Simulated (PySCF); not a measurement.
SMILES CO[Si](C)(OC)[SiH2]C, GFN2-xTB optimised geometry.

```
22

Si    -1.54    -0.94     1.86
C     -1.18    -2.81     1.91
Si    -0.60     0.07     0.00
C     -1.00    -0.75    -1.67
O     -1.01     1.66     0.00
C     -2.28     2.23    -0.07
O      1.03     0.07     0.00
C      1.88     0.65     0.94
H     -1.07    -0.38     3.14
H     -3.01    -0.79     1.92
H     -0.11    -3.01     1.92
H     -1.60    -3.31     1.04
H     -1.61    -3.27     2.80
H     -0.57    -0.20    -2.50
H     -0.62    -1.76    -1.72
H     -2.08    -0.79    -1.82
H     -2.16     3.31     0.00
H     -2.76     1.98    -1.01
H     -2.90     1.88     0.75
H      1.66     1.71     1.07
H      1.78     0.15     1.91
H      2.90     0.53     0.58
```

Density from CAM-B3LYP/def2-SVP run with PySCF at that geometry.

Minimum of the electron density along straight lines between bonded atoms, close to the bond critical point (lines longer than 1.1 times the sum of covalent radii, or with two minima, are not listed):

```json
[
 {"bond": "Si1–C2", "length / Å": "1.902", "ρ at the minimum / e bohr⁻³": "0.110", "∇²ρ there / e bohr⁻⁵": "0.32", "position (fraction from the first atom)": "0.38"},
 {"bond": "Si3–C4", "length / Å": "1.902", "ρ at the minimum / e bohr⁻³": "0.113", "∇²ρ there / e bohr⁻⁵": "0.30", "position (fraction from the first atom)": "0.38"},
 {"bond": "Si3–O5", "length / Å": "1.641", "ρ at the minimum / e bohr⁻³": "0.125", "∇²ρ there / e bohr⁻⁵": "1.03", "position (fraction from the first atom)": "0.41"},
 {"bond": "O5–C6", "length / Å": "1.394", "ρ at the minimum / e bohr⁻³": "0.260", "∇²ρ there / e bohr⁻⁵": "-0.33", "position (fraction from the first atom)": "0.66"},
 {"bond": "Si3–O7", "length / Å": "1.626", "ρ at the minimum / e bohr⁻³": "0.129", "∇²ρ there / e bohr⁻⁵": "1.08", "position (fraction from the first atom)": "0.41"},
 {"bond": "O7–C8", "length / Å": "1.396", "ρ at the minimum / e bohr⁻³": "0.259", "∇²ρ there / e bohr⁻⁵": "-0.32", "position (fraction from the first atom)": "0.66"},
 {"bond": "Si1–H9", "length / Å": "1.479", "ρ at the minimum / e bohr⁻³": "0.113", "∇²ρ there / e bohr⁻⁵": "0.32", "position (fraction from the first atom)": "0.49"},
 {"bond": "Si1–H10", "length / Å": "1.479", "ρ at the minimum / e bohr⁻³": "0.113", "∇²ρ there / e bohr⁻⁵": "0.33", "position (fraction from the first atom)": "0.49"},
 {"bond": "C2–H11", "length / Å": "1.087", "ρ at the minimum / e bohr⁻³": "0.272", "∇²ρ there / e bohr⁻⁵": "-0.99", "position (fraction from the first atom)": "0.63"},
 {"bond": "C2–H12", "length / Å": "1.086", "ρ at the minimum / e bohr⁻³": "0.272", "∇²ρ there / e bohr⁻⁵": "-0.98", "position (fraction from the first atom)": "0.63"},
 {"bond": "C2–H13", "length / Å": "1.085", "ρ at the minimum / e bohr⁻³": "0.273", "∇²ρ there / e bohr⁻⁵": "-0.99", "position (fraction from the first atom)": "0.63"},
 {"bond": "C4–H14", "length / Å": "1.086", "ρ at the minimum / e bohr⁻³": "0.272", "∇²ρ there / e bohr⁻⁵": "-0.99", "position (fraction from the first atom)": "0.63"},
 {"bond": "C4–H15", "length / Å": "1.084", "ρ at the minimum / e bohr⁻³": "0.272", "∇²ρ there / e bohr⁻⁵": "-0.99", "position (fraction from the first atom)": "0.63"},
 {"bond": "C4–H16", "length / Å": "1.087", "ρ at the minimum / e bohr⁻³": "0.271", "∇²ρ there / e bohr⁻⁵": "-0.97", "position (fraction from the first atom)": "0.62"},
 {"bond": "C6–H17", "length / Å": "1.091", "ρ at the minimum / e bohr⁻³": "0.284", "∇²ρ there / e bohr⁻⁵": "-1.10", "position (fraction from the first atom)": "0.64"},
 {"bond": "C6–H18", "length / Å": "1.093", "ρ at the minimum / e bohr⁻³": "0.282", "∇²ρ there / e bohr⁻⁵": "-1.08", "position (fraction from the first atom)": "0.64"},
 {"bond": "C6–H19", "length / Å": "1.093", "ρ at the minimum / e bohr⁻³": "0.281", "∇²ρ there / e bohr⁻⁵": "-1.07", "position (fraction from the first atom)": "0.64"},
 {"bond": "C8–H20", "length / Å": "1.091", "ρ at the minimum / e bohr⁻³": "0.283", "∇²ρ there / e bohr⁻⁵": "-1.10", "position (fraction from the first atom)": "0.64"},
 {"bond": "C8–H21", "length / Å": "1.094", "ρ at the minimum / e bohr⁻³": "0.281", "∇²ρ there / e bohr⁻⁵": "-1.07", "position (fraction from the first atom)": "0.63"},
 {"bond": "C8–H22", "length / Å": "1.091", "ρ at the minimum / e bohr⁻³": "0.283", "∇²ρ there / e bohr⁻⁵": "-1.10", "position (fraction from the first atom)": "0.64"}
]
```
